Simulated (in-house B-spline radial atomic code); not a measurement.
A fraction x of an electron is moved 3d → 4f in Ag II (Ag+), starting from [Kr] 4d10 and keeping the highest spin. Method: scalar-relativistic (X2C) B3LYP, spin-polarised, spherical fractional occupations, Fermi nucleus of rms radius 4.5454 fm. Calculated with an all-electron radial atomic-structure program (B-spline basis).

Caution: exact exchange at fractional occupations of open shells leaves self-interaction of up to several eV.

| x | E(x) - E(0) (eV) | 3d down level (eV) | 4f up level (eV) |
| --- | --- | --- | --- |
| 0 | 0.0000 | -373.830 | - |
| 0.125 | 46.8011 | -377.618 | -1.452 |
| 0.25 | ? | ? | ? |
| 0.375 | 141.7487 | -385.211 | -1.769 |
| 0.5 | 189.9088 | -389.018 | -1.896 |
| 0.625 | 238.5300 | -392.833 | -2.014 |
| 0.75 | ? | ? | ? |
| 0.875 | 337.1623 | -400.476 | -2.230 |
| 1 | 387.1758 | -404.301 | -2.331 |

(1) What belongs in the row x = 0.25?

(2) What belongs in the row x = 0.75?

(3) Check Janak's theorem between x = 0.375 and 0.5.

Answers

(1) An energy change of 94.0474 eV; 3d down at -381.411 eV, 4f up at -1.626 eV.

(2) An energy change of 287.6140 eV; 3d down at -396.652 eV, 4f up at -2.124 eV.

(3) The slope of the energy is 385.28 eV; the orbital levels give 385.28 eV (ε of the receiving orbital less ε of the emptying one, averaged over the two points).
